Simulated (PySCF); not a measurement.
CH2O, charge -1, doublet, at a GFN2-xTB geometry (a state made from the parent by changing its charge; the spin is typed, not shown lowest); CCSD/def2-SV(P) (PySCF).

PySCF was given this input:
```python
from pyscf import gto, scf, cc

mol = gto.Mole()
mol.atom = '''
    C    -0.55554107    0.10422483    0.16870758
    O     0.70198348   -0.13609890   -0.11107784
    H    -1.32265872   -0.67187106   -0.10075169
    H    -0.95996269    1.13531329   -0.02287105
'''
mol.basis = 'def2-sv(p)'
mol.charge = -1
mol.spin = 1
mol.verbose = 4
mol.build()

mf = scf.UHF(mol)
mf.kernel()

mycc = cc.CCSD(mf)
mycc.kernel()
print('E(CCSD) = %.10f' % mycc.e_tot)
mf.analyze()
```

It wrote (shortened):

```
PySCF version 2.14.0

[INPUT] verbose = 4
[INPUT] num. atoms = 4
[INPUT] num. electrons = 17
[INPUT] charge = -1
[INPUT] spin (= nelec alpha-beta = 2S) = 1
[INPUT] symmetry False subgroup None
[INPUT] Mole.unit = angstrom
[INPUT] Symbol           X                Y                Z      unit          X                Y                Z       unit  Magmom
[...]
nuclear repulsion = 29.3613855419825
number of shells = 16
number of NR pGTOs = 56
number of NR cGTOs = 32
basis = def2-sv(p)
ecp = {}

******** <class 'pyscf.scf.uhf.UHF'> ********
method = UHF
initial guess = minao
damping factor = 0
level_shift factor = 0
DIIS = <class 'pyscf.scf.diis.CDIIS'>
diis_start_cycle = 1
diis_space = 8
diis_damp = 0
SCF conv_tol = 1e-09
SCF conv_tol_grad = None
SCF max_cycles = 50
direct_scf = True
direct_scf_tol = 1e-13
number electrons alpha = 9  beta = 8
Set gradient conv threshold to 3.16228e-05
init E= -113.565346980906

cycle= 1 E= -113.582628750943  delta_E= -0.0173  |g|= 0.499  |ddm|= 1.43
cycle= 2 E= -113.640761672534  delta_E= -0.0581  |g|= 0.37  |ddm|= 0.832
cycle= 3 E= -113.691584852552  delta_E= -0.0508  |g|= 0.0363  |ddm|= 0.348
cycle= 4 E= -113.693193028171  delta_E= -0.00161  |g|= 0.0162  |ddm|= 0.0664
cycle= 5 E= -113.693616322893  delta_E= -0.000423  |g|= 0.01  |ddm|= 0.0311
cycle= 6 E= -113.693896791844  delta_E= -0.00028  |g|= 0.00636  |ddm|= 0.034
cycle= 7 E= -113.694039113128  delta_E= -0.000142  |g|= 0.00326  |ddm|= 0.0276
cycle= 8 E= -113.694087518194  delta_E= -4.84e-05  |g|= 0.00111  |ddm|= 0.0197
cycle= 9 E= -113.694092333303  delta_E= -4.82e-06  |g|= 0.00045  |ddm|= 0.00583
cycle= 10 E= -113.694092955568  delta_E= -6.22e-07  |g|= 0.000162  |ddm|= 0.00234
cycle= 11 E= -113.694093027374  delta_E= -7.18e-08  |g|= 5.13e-05  |ddm|= 0.000924
cycle= 12 E= -113.694093034981  delta_E= -7.61e-09  |g|= 2.18e-05  |ddm|= 0.000352
cycle= 13 E= -113.69409303657  delta_E= -1.59e-09  |g|= 8.86e-06  |ddm|= 0.000204
cycle= 14 E= -113.69409303679  delta_E= -2.2e-10  |g|= 3.72e-06  |ddm|= 0.000102
Extra cycle  E= -113.69409303681  delta_E= -2.05e-11  |g|= 2.28e-06  |ddm|= 1.69e-05
converged SCF energy = -113.69409303681  <S^2> = 0.76433574  2S+1 = 2.0142847

******** <class 'pyscf.cc.uccsd.UCCSD'> ********
CC2 = 0
CCSD nocc = (np.int64(9), np.int64(8)), nmo = (32, 32)
max_cycle = 50
direct = 0
conv_tol = 1e-07
conv_tol_normt = 1e-06
diis_space = 6
diis_start_cycle = 0
diis_start_energy_diff = 1e+09
Init t2, MP2 energy = -0.305073553322158
Init E_corr(UCCSD) = -0.305073553328274
cycle = 1  E_corr(UCCSD) = -0.310161629770315  dE = -0.00508807644  norm(t1,t2) = 0.0723187
cycle = 2  E_corr(UCCSD) = -0.318753094036844  dE = -0.00859146427  norm(t1,t2) = 0.021417
cycle = 3  E_corr(UCCSD) = -0.319547507053114  dE = -0.000794413016  norm(t1,t2) = 0.0132394
cycle = 4  E_corr(UCCSD) = -0.321198189585132  dE = -0.00165068253  norm(t1,t2) = 0.00603879
cycle = 5  E_corr(UCCSD) = -0.321192707201148  dE = 5.48238398e-06  norm(t1,t2) = 0.00236661
cycle = 6  E_corr(UCCSD) = -0.321080697252722  dE = 0.000112009948  norm(t1,t2) = 0.00108823
cycle = 7  E_corr(UCCSD) = -0.321085223000591  dE = -4.52574787e-06  norm(t1,t2) = 0.00054601
cycle = 8  E_corr(UCCSD) = -0.321102367904341  dE = -1.71449038e-05  norm(t1,t2) = 0.000265665
cycle = 9  E_corr(UCCSD) = -0.321097795203141  dE = 4.5727012e-06  norm(t1,t2) = 0.000134133
cycle = 10  E_corr(UCCSD) = -0.321098637442873  dE = -8.42239732e-07  norm(t1,t2) = 5.13116e-05
cycle = 11  E_corr(UCCSD) = -0.321097940445088  dE = 6.96997784e-07  norm(t1,t2) = 1.91959e-05
cycle = 12  E_corr(UCCSD) = -0.321097728354089  dE = 2.12090999e-07  norm(t1,t2) = 8.38104e-06
cycle = 13  E_corr(UCCSD) = -0.321097607311514  dE = 1.21042575e-07  norm(t1,t2) = 3.89434e-06
cycle = 14  E_corr(UCCSD) = -0.321097568655579  dE = 3.86559353e-08  norm(t1,t2) = 1.8034e-06
cycle = 15  E_corr(UCCSD) = -0.321097550072634  dE = 1.85829444e-08  norm(t1,t2) = 7.11226e-07
UCCSD converged
E(UCCSD) = -114.0151905868831  E_corr = -0.3210975500726344
E(CCSD) = -114.0151905869
**** SCF Summaries ****
Total Energy =                        -113.694093036810415
Nuclear Repulsion Energy =              29.361385541982457
One-electron Energy =                 -218.905135119174247
Two-electron Energy =                   75.849656540381389
Two-electron Coulomb Energy =           90.160391309898259
DFT Exchange-Correlation Energy =      -14.310734769516870
**** MO energy ****
                             alpha | beta                alpha | beta
[...]
To work with the spin densities directly, `use mulliken_meta_spin()` only printing them here.

 ** Mulliken spin pop alpha/beta on meta-lowdin orthogonal AOs **
 ** Mulliken Spin Density (per AO)  **
spin_pop of  0 C 1s       -0.00000
spin_pop of  0 C 2s        0.08965
spin_pop of  0 C 3s        0.00579
spin_pop of  0 C 2px      -0.00092
spin_pop of  0 C 2py       0.01793
spin_pop of  0 C 2pz       0.53337
spin_pop of  0 C 3px      -0.00019
spin_pop of  0 C 3py      -0.00032
spin_pop of  0 C 3pz       0.01098
spin_pop of  0 C 3dxy      0.00004
spin_pop of  0 C 3dyz     -0.00013
spin_pop of  0 C 3dz^2    -0.00080
spin_pop of  0 C 3dxz      0.00015
spin_pop of  0 C 3dx2-y2   -0.00008
spin_pop of  1 O 1s       -0.00000
spin_pop of  1 O 2s        0.01455
spin_pop of  1 O 3s       -0.00017
spin_pop of  1 O 2px      -0.00359
spin_pop of  1 O 2py       0.00759
spin_pop of  1 O 2pz       0.35795
spin_pop of  1 O 3px      -0.00028
spin_pop of  1 O 3py      -0.00093
spin_pop of  1 O 3pz       0.00051
spin_pop of  1 O 3dxy     -0.00004
spin_pop of  1 O 3dyz     -0.00001
spin_pop of  1 O 3dz^2    -0.00001
spin_pop of  1 O 3dxz     -0.00044
spin_pop of  1 O 3dx2-y2   -0.00002
spin_pop of  2 H 1s       -0.01553
spin_pop of  2 H 2s        0.00023
spin_pop of  3 H 1s       -0.01553
spin_pop of  3 H 2s        0.00023
 ** Mulliken Spin Density (per atom)  **
spin density of  0 C =      0.65546
spin density of  1 O =      0.37513
spin density of  2 H =     -0.01530
spin density of  3 H =     -0.01530
 ** Mulliken pop alpha/beta on meta-lowdin orthogonal AOs **
 ** Mulliken pop       alpha | beta **
[...]
In total             9.00000 | 8.00000
 ** Mulliken atomic charges   ( Nelec_alpha | Nelec_beta ) **
charge of  0C =     -0.16570  (     3.41058      2.75512 )
charge of  1O =     -0.72360  (     4.54936      4.17423 )
charge of  2H =     -0.05535  (     0.52003      0.53532 )
charge of  3H =     -0.05535  (     0.52003      0.53532 )

WARN: System has nonzero charge -1; the dipole moment is origin-dependent.
Location of origin: [0. 0. 0.]

Dipole moment(X, Y, Z, Debye): -1.07411,  0.22861, -0.30265
```
